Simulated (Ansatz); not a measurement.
```yaml
atoms:
  - { symbol: Ca, position_ang: [0.0000, 0.0000, 0.0000] }
  - { symbol: H, position_ang: [0.0000, 0.0000, 2.0000] }
```

Basis set: pcseg-2 (spherical functions). Charge 0, multiplicity 2.

Computed with Ansatz (development build ahead of 0.2.0); each method stands on the lowest determinant of its kind that the runs found.

The atomization energy at this shape (free ground-state atoms in the same class of orbitals less the molecule, no zero-point energy) of doublet CaH:

| method | atomization energy |
| --- | --- |
| PBE (unrestricted) | 1.99 eV |

(1) What does UHF give?

## Answers

(1) 1.49 eV.

The shape needn't be a minimum at these levels.
